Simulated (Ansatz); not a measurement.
**Energy profile**

The step: GeH₃ + PH₃ → GeH₄ + PH₂; bonds formed: H1–Ge3; bonds broken: H1–P2 (atoms numbered as in the saddle structure below).

H1  (-0.425, 0.406, 0.316)
P2  (-1.048, 1.882, 0.105)
Ge3  (0.466, -1.233, 0.274)
H4  (-1.348, 1.555, -1.246)
H5  (0.243, 2.370, -0.237)
H6  (-0.443, -2.312, 0.888)
H7  (1.763, -1.092, 1.091)
H8  (0.792, -1.576, -1.191)
(Å)

Electronic energies by CCSD(T) at an estimated basis limit (MP2 extrapolated from triple and quadruple zeta, plus CCSD(T) − MP2 in triple zeta), on PBE0-D4/def2-TZVP structures; GePH$_{6}$, doublet; no counterpoise correction; spin–orbit coupling, which lowers free halogen atoms and radicals such as OH and SH, is left out. Computed with Ansatz 0.2.0 (basis: def2-TZVPP and def2-QZVPP); correlated methods freeze the cores; orbitals are unrestricted. Filled d shells of the heavier atoms are correlated. The def2 sets are not built for correlating such inner shells, so the correlated values are less sure here. Extrapolation: Hartree–Fock as exp(−7.88 √X), correlation as X^−2.97.

Problem. Give the profile in kJ/mol, counted from the separated reactants. (To be estimated.)

Solution. Computed:
| point | kJ/mol |
| --- | --- |
| separated: PH$_{3}$ (H1, P2, H4, H5; singlet) + GeH$_{3}$ (Ge3, H6, H7, H8; doublet) | 0.0 |
| start structure | -4.2 |
| saddle | 22.5 |
| end structure | -18.4 |
| separated: GeH$_{4}$ (H1, Ge3, H6, H7, H8; singlet) + PH$_{2}$ (P2, H4, H5; doublet) | -14.3 |

T1 diagnostic: at most 0.017. ⟨S²⟩ of the unrestricted Hartree–Fock references: 0.75 to 0.80 (a pure state has 0.75).

Radical steps of this kind take place in plasma deposition and etching.

For scale, one of the runs: CCSD(T)/def2-TZVPP, 174 basis functions, launched by `ansatz run in.yaml --threads 4 --pin off --events-out ev --progress --plain --max-ram 9574MiB`. The run took 110 s on 4 CPU threads of an Intel Xeon (shared host), with 3.7 GiB of host memory at its peak.
